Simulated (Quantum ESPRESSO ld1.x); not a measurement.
Question: N V, 3 electrons, occupied as [He] 2s1 (the NIST ground configuration). Calculated with ld1.x of Quantum ESPRESSO 7.5: scalar-relativistic Kohn-Sham, LDA (Slater exchange, Perdew-Zunger correlation), spin-polarised, spherical densities, point nucleus; open shells are filled with parallel spins first. Some entries of the table are withheld. Estimate them.

orbital  occ.  eigenvalue (eV)  <r> (bohr)
1s up       1         -476.857         (1)
1s down     1         -475.472         (2)
2s up       1         -89.0208         (3)
2s down     0         -82.3454         (4)

Answer: 
(1) 1s up <r> (bohr): 0.2296
(2) 1s down <r> (bohr): 0.2293
(3) 2s up <r> (bohr): 1.050
(4) 2s down <r> (bohr): 1.068
